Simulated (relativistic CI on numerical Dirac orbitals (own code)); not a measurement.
**d6 in a ligand field**

Computed with a parametric ligand-field model of a d^n configuration (Racah B and C, spin-orbit zeta, crystal field), exact diagonalisation.

Field parameters in Wybourne normalisation: Oh B⁴₀ = 21Dq, B⁴₄ = √(5/14) B⁴₀; Td as Oh with Dq negative (B⁴₀ = 21Dq, B⁴₄ = √(5/14) B⁴₀). The field is a parameter set, without covalency.

Task: Lowest levels for B = 330, C = 1390, ζ = 4000 cm⁻¹, Oh, 10Dq = 29050 cm⁻¹?

Result: A1 0 (S 0.19), E 22580 (S 1.04), T1 23468 (S 0.88), T2 23541 (S 0.98), A1 29178 (S 1.02), T1 29296 (S 0.98), E 30259 (S 1.00), T2 31055 (S 1.02), T1 31693 (S 0.55) cm⁻¹, with S from ⟨S²⟩ = S(S + 1). The ground level has 0.12 electrons in the cubic e pair; its S is far from a half-integer, so spin-orbit coupling mixes spin states.

Task: Lowest levels for B = 690, C = 3270, ζ = 370 cm⁻¹, Oh, 10Dq = 19200 cm⁻¹?

Result: A1 0 (S 0.01), E 9926 (S 1.20), T2 9929 (S 1.17), T1 10035 (S 1.32), A1 10112 (S 1.39), T2 10498 (S 1.99), T1 10694 (S 1.98), E 10805 (S 1.86), T2 11113 (S 1.90) cm⁻¹, with S from ⟨S²⟩ = S(S + 1). The ground level has 0.06 electrons in the cubic e pair.

Task: Lowest levels for B = 900, C = 4550, ζ = 560 cm⁻¹, Oh, 10Dq = 39250 cm⁻¹?

Result: A1 0 (S 0.00), E 26314 (S 1.00), T2 26328 (S 1.00), T1 26685 (S 1.00), A1 26902 (S 1.00), T1 32421 (S 1.00), E 32499 (S 1.01), T2 32877 (S 1.00), A2 33080 (S 1.00) cm⁻¹, with S from ⟨S²⟩ = S(S + 1). The ground level has 0.04 electrons in the cubic e pair.

Task: Lowest levels for B = 300, C = 1430, ζ = 90 cm⁻¹, Oh, 10Dq = 10850 cm⁻¹?

Result: A1 0 (S 0.00), E 6829 (S 1.00), T2 6830 (S 1.00), T1 6889 (S 1.00), A1 6923 (S 1.00), T1 8798 (S 1.01), E 8805 (S 1.02), T2 8871 (S 1.01), A2 8908 (S 1.00) cm⁻¹, with S from ⟨S²⟩ = S(S + 1). The ground level has 0.04 electrons in the cubic e pair.

Task: Lowest levels for B = 440, C = 2110, ζ = 340 cm⁻¹, Td, 10Dq = -4700 cm⁻¹?

Result: A1 0 (S 2.00), T1 14 (S 2.00), E 28 (S 2.00), T2 46 (S 2.00), A2 64 (S 2.00), T2 4487 (S 2.00), T1 4670 (S 2.00), E 4673 (S 2.00), T2 4922 (S 2.00) cm⁻¹, with S from ⟨S²⟩ = S(S + 1). The ground level has 3.00 electrons in the cubic e pair.
